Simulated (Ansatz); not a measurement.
Ansatz (a first-principles code) input:

Ansatz 0.2 input:
```yaml
crystal:
  periodic: [false, false, false]
  atoms:
    - {symbol: Sb, position_ang: [-0.00000000, -0.00000000, -1.29665455]}
    - {symbol: Sb, position_ang: [0.00000000, 0.00000000, 1.29665455]}
basis:
  gaussian:
    orbitals: def2-TZVP
hamiltonian:
  xc: b3lyp
  dispersion: d3bj
total_charge: -1
magnetization: {spin_polarized: true, initial_magnetization: 1}
phonons: {temperatures: {t_min: 298.15, t_max: 298.15, t_step: 100}}
```

Q: Which total energy does the run end on?

A: -480.74490 Eh (B3LYP-D3(BJ)/def2-TZVP). The basis has 100 functions.
